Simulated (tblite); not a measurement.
Species: C2H12BN2Si2 (doublet state).
Atom-mapped SMILES: `[CH2:1][NH:2][SiH2:3][N:4]([SiH3:5])[BH:6][CH3:7]` (hydrogens: H8, H9 on C1; H10 on N2; H11, H12 on Si3; H13, H14, H15 on Si5; H16 on B6; H17, H18, H19 on C7)

Computed with GFN2-xTB (tblite), gas phase: L-BFGS steps from a force-field or distance-geometry start until the largest atomic force falls under 0.01 eV/Å.

Step 100: E = -570.3312 eV
```
atom  x, y, z in Å  |  force x, y, z in eV/Å
C1     -2.5949   -1.7664    0.3071   -0.016   0.020   0.017
N2     -2.3725   -0.4383    0.5532    0.012  -0.005  -0.015
Si3    -1.4092    0.6900   -0.3404    0.004  -0.029   0.018
N4      0.3347    0.5850   -0.0775    0.005  -0.019   0.011
Si5     1.2668    2.0731   -0.0303   -0.011  -0.003  -0.025
B6      0.9223   -0.6937    0.0777   -0.028  -0.040   0.025
C7      2.4125   -0.9351    0.5470   -0.003   0.017   0.007
H8     -2.3288   -2.1635   -0.6478    0.027   0.021  -0.022
H9     -3.1786   -2.3414    0.9972    0.018   0.019  -0.015
H10    -2.6635   -0.1656    1.4799   -0.012   0.012   0.010
H11    -1.6666    0.4493   -1.7606   -0.002   0.013   0.007
H12    -1.8610    1.9690    0.2075    0.023  -0.021  -0.013
H13     0.5118    3.0578   -0.8073   -0.019   0.013  -0.005
H14     2.5674    1.8572   -0.6606    0.009  -0.004  -0.021
H15     1.4199    2.5324    1.3543   -0.009  -0.033   0.025
H16     0.2539   -1.6366   -0.1441   -0.016  -0.008   0.021
H17     3.0133   -1.2909   -0.2894    0.016   0.007  -0.020
H18     2.4600   -1.7178    1.3036   -0.024  -0.006  -0.012
H19     2.9027   -0.0552    0.9532    0.025   0.045   0.007
```

Step 101: E = -570.3316 eV
```
atom  x, y, z in Å  |  force x, y, z in eV/Å
C1     -2.5952   -1.7650    0.3066   -0.002   0.024  -0.004
N2     -2.3712   -0.4372    0.5518   -0.008   0.003   0.025
Si3    -1.4084    0.6906   -0.3420   -0.001  -0.035   0.021
N4      0.3348    0.5827   -0.0775    0.009  -0.017   0.002
Si5     1.2652    2.0718   -0.0294   -0.004   0.018  -0.018
B6      0.9223   -0.6961    0.0777   -0.035  -0.051   0.037
C7      2.4138   -0.9359    0.5461    0.002   0.022  -0.004
H8     -2.3244   -2.1646   -0.6463    0.023   0.024  -0.013
H9     -3.1803   -2.3383    0.9960    0.007   0.005  -0.003
H10    -2.6652   -0.1627    1.4781    0.000   0.000  -0.025
H11    -1.6689    0.4511   -1.7620    0.005   0.016   0.009
H12    -1.8597    1.9677    0.2101    0.024  -0.014  -0.016
H13     0.5112    3.0577   -0.8078   -0.014  -0.001   0.009
H14     2.5654    1.8586   -0.6616    0.009  -0.005  -0.016
H15     1.4180    2.5302    1.3570   -0.013  -0.041  -0.003
H16     0.2515   -1.6395   -0.1384   -0.001   0.007   0.019
H17     3.0156   -1.2908   -0.2907    0.004   0.017  -0.004
H18     2.4644   -1.7178    1.3035   -0.028   0.000  -0.018
H19     2.9011   -0.0533    0.9514    0.024   0.029   0.000
```

Step 102: E = -570.3322 eV
```
atom  x, y, z in Å  |  force x, y, z in eV/Å
C1     -2.5964   -1.7627    0.3071    0.000   0.010  -0.012
N2     -2.3720   -0.4352    0.5502   -0.017   0.005   0.029
Si3    -1.4069    0.6899   -0.3426    0.000  -0.028   0.017
N4      0.3352    0.5785   -0.0744    0.012  -0.010  -0.007
Si5     1.2624    2.0701   -0.0267    0.008   0.020  -0.004
B6      0.9224   -0.7007    0.0802   -0.030  -0.039   0.036
C7      2.4168   -0.9368    0.5422    0.002   0.022  -0.010
H8     -2.3149   -2.1652   -0.6414    0.017   0.017  -0.011
H9     -3.1846   -2.3340    0.9953    0.006   0.000  -0.004
H10    -2.6736   -0.1564    1.4724   -0.004   0.001  -0.014
H11    -1.6672    0.4544   -1.7635    0.009   0.015   0.012
H12    -1.8575    1.9659    0.2120    0.023  -0.004  -0.017
H13     0.5107    3.0545   -0.8096   -0.016  -0.005   0.016
H14     2.5641    1.8603   -0.6575    0.006  -0.007  -0.010
H15     1.4107    2.5295    1.3615   -0.015  -0.049  -0.030
H16     0.2492   -1.6438   -0.1308    0.011   0.013   0.021
H17     3.0171   -1.2922   -0.2962   -0.009   0.022   0.010
H18     2.4721   -1.7164    1.3018   -0.024   0.006  -0.021
H19     2.9025   -0.0506    0.9427    0.021   0.010  -0.001
```

**Question.** Estimate the geometry and energy of step 103. (The exact step hangs on the optimiser's Hessian estimate; all steps are aligned on step 102, rigid shifts and turns removed.)

**Answer.** E = -570.3328 eV, largest force 0.070 eV/Å
```
atom  x, y, z in Å  |  force x, y, z in eV/Å
C1     -2.5975   -1.7602    0.3067    0.005  -0.003  -0.022
N2     -2.3725   -0.4335    0.5501   -0.020   0.009   0.033
Si3    -1.4056    0.6886   -0.3428    0.005  -0.011   0.010
N4      0.3356    0.5744   -0.0723    0.007  -0.001  -0.013
Si5     1.2603    2.0683   -0.0258    0.011   0.011   0.003
B6      0.9212   -0.7055    0.0835   -0.004  -0.006   0.023
C7      2.4182   -0.9370    0.5404    0.004   0.023  -0.010
H8     -2.3074   -2.1633   -0.6391    0.010   0.011  -0.005
H9     -3.1870   -2.3315    0.9934    0.001  -0.009   0.000
H10    -2.6770   -0.1526    1.4706   -0.007   0.000  -0.012
H11    -1.6659    0.4587   -1.7649    0.011   0.009   0.016
H12    -1.8550    1.9643    0.2121    0.019   0.008  -0.014
H13     0.5080    3.0522   -0.8097   -0.013  -0.012   0.022
H14     2.5624    1.8610   -0.6573    0.004  -0.006  -0.008
H15     1.4080    2.5274    1.3634   -0.017  -0.052  -0.044
H16     0.2479   -1.6484   -0.1253    0.007   0.007   0.024
H17     3.0187   -1.2909   -0.2993   -0.023   0.023   0.024
H18     2.4762   -1.7156    1.3010   -0.011   0.014  -0.025
H19     2.9015   -0.0473    0.9380    0.014  -0.014  -0.001
```

The energy changes by -0.0006 eV. The first-order estimate −F·Δx gives -0.0008 eV and the mean of the old and new forces, exact on a quadratic surface, -0.0006 eV. The step makes an angle of 72° with the force vector and moves no atom by more than 0.008 Å.

What follows is the cost of the whole relaxation. Time: 1.7 s of wall time. Hardware: Arm Neoverse V1, one thread, shared host with 32 logical CPUs at a one-minute load of 24.
